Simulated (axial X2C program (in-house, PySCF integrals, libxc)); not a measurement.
# As₂⁻ at several levels of theory

All values were computed with an axial X2C code built on PySCF integrals. Spin-free means the one-electron spin-free X2C Hamiltonian; two-component (2c) means X2C with spin–orbit coupling and atomic mean-field two-electron Coulomb and Gaunt terms, so the difference of the two also holds small scalar two-electron terms. Basis: As dyall-acv3z [10s10p7d5f1g] (cores contracted in-house); Gaussian nuclei, density fitting, unrestricted open shells. Masses: As 74.922 u.

Input file and command:
```json
{
 "zs": [
  33,
  33
 ],
 "q": -1,
 "bas": [
  "dyall-acv3z",
  "dyall-acv3z"
 ],
 "levels": [
  "PBE0",
  "HF",
  "BHandHLYP"
 ],
 "cc": true,
 "r0": 2.42,
 "thr": -2.0,
 "nmax": 90,
 "npts": 10,
 "nst": 2,
 "ntry": 6
}
```
```bash
python so2c.py task.json out
```

Keys: zs atomic numbers; q charge; bas basis sets; levels methods; cc coupled cluster on or off; r0 starting distance in Å; thr threshold in hartree for freezing inner shells (an s shell follows its p shell); nmax most natural virtual spinors; npts points on the curve; nst determinants followed; ntry starts of the search. HF also brings MP2.

State, spin-free: M_S = 1/2, Λ = 1 (beyond evenly filled blocks: π+α); electrons by block: σα: 15, σβ: 15, π+α: 8, π+β: 7, π-α: 7, π-β: 7, δ+α: 2, δ+β: 2, δ-α: 2, δ-β: 2. Fragments: As- + As.

State, 2c: Ω = 1/2 (⟨Sz⟩ = -0.50, ⟨Lz⟩ = 1.00 at PBE0); electrons by block: 1/2: 23, -1/2: 22, 3/2: 9, -3/2: 9, 5/2: 2, -5/2: 2. Fragments: As- + As.

| Hamiltonian | level | Re (Å) | ωe (cm⁻¹) | Be (cm⁻¹) | De (eV) | D0 (eV) |
| --- | --- | --- | --- | --- | --- | --- |
| spin-free | PBE0 | 2.177 | 387.7 | 0.09492 | 3.80 | 3.78 |
| spin-free | HF | 2.153 | 421.7 | 0.09706 | 1.19 | 1.16 |
| spin-free | MP2 | 2.221 | 350.4 | 0.09123 | 3.81 | 3.79 |
| spin-free | CCSD | 2.199 | 378.7 | 0.09308 | 3.38 | 3.36 |
| spin-free | CCSD(T) | 2.217 | 360.9 | 0.09152 | 3.68 | 3.66 |
| spin-free | BHandHLYP | 2.167 | 398.7 | 0.0958 | 3.46 | 3.44 |
| 2c | PBE0 | 2.179 | 386.4 | 0.09477 | n/a | n/a |
| 2c | BHandHLYP | 2.169 | 397.2 | 0.09563 | 3.47 | 3.45 |

Correlated methods: 11 electrons correlated (number of frozen shells: As 3 s, 2 p, 1 d), 329 virtual spin orbitals or spinors in MP2, 90 natural virtuals in coupled cluster.

One determinant describes the state; a PBE0 search over occupations chose it and may have missed a lower one. Dissociation energies refer to the lowest single-determinant-based atoms at the same level and basis. De is not given where an atomic determinant may have missed its ground term or J level, or where the truncated virtual space spoils (T). Density functionals use the spin component along the axis (collinear). Coupled cluster ran in a truncated set of natural virtual spinors; the MP2 energy of the rest was added. (T) has no such correction and the atoms are truncated less, which lowers De at CCSD(T) by a hundredth of an eV or more. The functionals have no current-density term, which raises determinants with orbital currents, atoms included. The highest occupied level of some functionals is positive through self-interaction error; at Hartree–Fock it is bound. Hartree–Fock gets electron affinities wrong, so its lowest charge split need not be the true one.

No reliable constants came from CCSD (2c), CCSD(T) (2c), HF (2c), MP2 (2c): no minimum in range, unconverged points, a curve that is not smooth, a change of character along it, or the two Hamiltonians disagreeing along it.

Rough cost a point (2c) on 1 thread(s) of a shared host, integrals apart: PBE0 1 s, BHandHLYP 1.1 s.

The whole task took 3 min on 1 thread of Arm Neoverse V2, with other jobs on the host.
